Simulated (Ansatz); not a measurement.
`F[SiH2]C1CO1`, relaxed with RKS PBE0-D4/def2-TZVP in the Gaussian-basis code of Ansatz from a PBE-D4/def2-SVP geometry. The force threshold is 0.005 eV/Å; the program also tests the step.

The species carries charge 0 and has multiplicity 1.

Start:

```xyz
10

F    -1.174   -2.315   -0.016
Si   -1.228   -0.689    0.216
C     0.219    0.156   -0.643
C     1.359    0.660    0.160
O     0.311    1.543   -0.214
H    -2.524   -0.191   -0.352
H    -1.121   -0.402    1.684
H     0.400    0.001   -1.727
H     2.329    0.828   -0.345
H     1.429    0.411    1.238
```

Problem. By how much does the energy fall, and how many steps does the optimiser take? (Best estimate.)

Solution. The calculation gave: 6.74 kJ/mol, in 7 steps.

Problem. Which bonds change most? (An estimate is asked.)

Solution. The calculation gave: F1–Si2 from 1.643 to 1.602 Å; C4–H10 from 1.108 to 1.088 Å; Si2–C3 from 1.883 to 1.863 Å; C4–H9 from 1.107 to 1.087 Å.

Problem. Give the relaxed structure. (An estimate is asked.)

Solution. The calculation gave: 
```xyz
10

F    -1.129   -2.261   -0.018
Si   -1.221   -0.678    0.213
C     0.210    0.164   -0.632
C     1.352    0.642    0.157
O     0.332    1.539   -0.216
H    -2.514   -0.220   -0.345
H    -1.132   -0.402    1.667
H     0.387    0.014   -1.697
H     2.304    0.790   -0.346
H     1.411    0.413    1.218
```
